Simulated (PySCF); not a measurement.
SMILES F[SiH]([SiH2][SiH2]N)F (CAM-B3LYP/def2-SVP optimised geometry):

```
13

Si     0.626     1.792    -1.634
F      2.061     2.218    -1.023
F      0.930     0.722    -2.812
Si    -0.611     0.674     0.000
Si     0.074    -1.572     0.000
N     -0.692    -2.397     1.314
H      0.040     2.996    -2.272
H     -0.364     1.330     1.317
H     -2.061     0.802    -0.324
H      1.571    -1.572     0.000
H     -0.363    -2.218    -1.267
H     -0.710    -3.411     1.334
H     -0.651    -2.018     2.254
```

Method: CAM-B3LYP/def2-TZVP in PySCF.

Question: What are the frontier orbital energies and the dipole moment?

Answer: HOMO-2 -10.27 eV, HOMO-1 -9.62 eV, HOMO -8.80 eV, LUMO 0.40 eV, LUMO+1 0.68 eV; dipole moment 2.67 D.

Meta-Löwdin charges at CAM-B3LYP/def2-TZVP: Si1 1.13, F2 -0.50, F3 -0.51, Si4 0.07, Si5 0.57, N6 -0.74, H7 -0.12, H8 -0.07, H9 -0.07, H10 -0.13, H11 -0.10, H12 0.24, H13 0.23.
